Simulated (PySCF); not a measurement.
# Calculated NMR parameters of COC1CCC(=O)CC1

| Property | Result |
| --- | --- |
| Formula | C7H12O2 |
| SMILES | COC1CCC(=O)CC1 |
| InChI | InChI=1S/C7H12O2/c1-9-7-4-2-6(8)3-5-7/h7H,2-5H2,1H3 |
| Point group of the computed structure | C1 |
| Degrees of unsaturation | 2 |
| Carbon signals | 5 |
| Proton signals | 6 |

Mapped SMILES: `[CH3:1][O:2][CH:3]1[CH2:4][CH2:5][C:6](=[O:7])[CH2:8][CH2:9]1`; H(Xn) means a hydrogen on atom n. Ha(C4), Ha(C5), Ha(C8), Ha(C9) are cis to O2 on the ring; Hb(C4), Hb(C5), Hb(C8), Hb(C9) are trans to O2 on the ring.

PySCF 2.14.0 with density-fitted response routines calculation with GIAO PBE0/pcSseg-1 shieldings and GFN2-xTB geometry; one computed conformer, one averaged value for each set of equivalent atoms, non-relativistic, in vacuum.

Chemical shifts δ = σref − σ; 1H (σ = 31.72 ppm) and 13C (σ = 186.93 ppm) against TMS; 17O (σ = 336.08 ppm) vs H2O, all at this level.

| carbon | δC, type | δH (multiplicity) | HMBC from (2–3 bonds) | span of the C tensor (ppm) |
| --- | --- | --- | --- | --- |
| C1 | 58.5, CH3 | 3.65 (s) | H(C3) | 91 |
| C3 | 77.7, CH | 3.42 (m) | H(C1), Ha(C5)/Ha(C8), Ha(C4)/Ha(C9), Hb(C5)/Hb(C8), Hb(C4)/Hb(C9) | 71 |
| C4/C9 | 35.0, CH2 | Ha(C4) 2.40 (m); Hb(C4) 1.60 (m) | H(C3), Ha(C5)/Ha(C8), Ha(C4)/Ha(C9), Hb(C5)/Hb(C8), Hb(C4)/Hb(C9) | 35 |
| C5/C8 | 40.0, CH2 | Ha(C5) 2.86 (m); Hb(C5) 2.05 (m) | H(C3), Ha(C5)/Ha(C8), Ha(C4)/Ha(C9), Hb(C5)/Hb(C8), Hb(C4)/Hb(C9) | 51 |
| C6 | 214.1, C | – | Ha(C5)/Ha(C8), Ha(C4)/Ha(C9), Hb(C5)/Hb(C8), Hb(C4)/Hb(C9) | 217 |

Other nuclei:
| atoms | nucleus | environment | δ (ppm) | σ (ppm) |
| --- | --- | --- | --- | --- |
| O7 | 17O | ketone oxygen | 674.2 | -338.1 |
| O2 | 17O | ether oxygen | 30.3 | 305.7 |

- Carbon types of the structure: 1 × C, 1 × CH, 4 × CH2, 1 × CH3, which accounts for all hydrogens.
- δC 214.1: ketone carbonyl carbon; low-lying n→π* states of the double bond to the heteroatom give a large paramagnetic term (-276 ppm).
- δC 77.7: sp3 CH bonded to O; deshielded by the electronegative neighbour.
- δC 58.5: methyl carbon bonded to O; the inductive effect lowers its shielding.
- δC 40.0: sp3 CH2 α to a carbonyl; α to the electron-withdrawing carbonyl group.
- δH 3.42: hydrogen on an sp3 CH bonded to O; its carbon carries O, an electronegative neighbour.

Shifts are as computed. Against solution values, carbons near 30 ppm lie about +3 ppm off and those near 130 ppm about +5 ppm. Of 1211 compounds with measured shifts, 218 miss one by over three times the rms of a fit or turn the order of signals round; such compounds aren't used in these exercises. Unscaled 17O shifts of doubly bonded oxygen tend to come out too high, by tens of ppm or more. Experimental scales use liquid or dissolved standards, which lie at an offset from isolated H2O (liquid H2O: subtract about 36 ppm). No couplings were computed; multiplicities are counted from neighbouring protons, with m where these are inequivalent, close in shift, in a saturated or five-membered ring or joined by F or P, and br s for small geminal =CH2 splittings.
